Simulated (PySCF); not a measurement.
**Relaxation of quartet TcH₄**

Method: UPBE0/[Tc def2-TZVP with ECP28, H def2-TZVP], scalar-relativistic core potentials, density fitting, no spin–orbit coupling, PySCF. A (50,194) grid was used.

A start at or just off a symmetric point, pushed along the force that breaks its symmetry, of D2 symmetry, free to break it:

```xyz
5
charge 0 multiplicity 4, angstrom
Tc    0.0000    0.0000    0.0000
H     1.3742   -0.0493    0.9312
H    -1.3742    0.0492    0.9312
H    -0.0508    1.3742   -0.9311
H     0.0508   -1.3741   -0.9313
```

Problem. What does it relax to?

Solution. It ends at D2d with H–H 0.955 Å (×2), Tc–H 1.722 Å (×4); H–H–Tc 73.9° (×4), H–Tc–H 32.2° (×2), H–Tc–H 157.4° (×4). A frequency run shows a minimum. Other isomers or separated fragments may lie lower.

Problem. How much energy is released, and in how many steps?

Solution. 111.6 kJ/mol in 11 steps.

Other spin states or occupations of the open shell can lie lower.

The relaxation took roughly 80 core-seconds on a shared host.
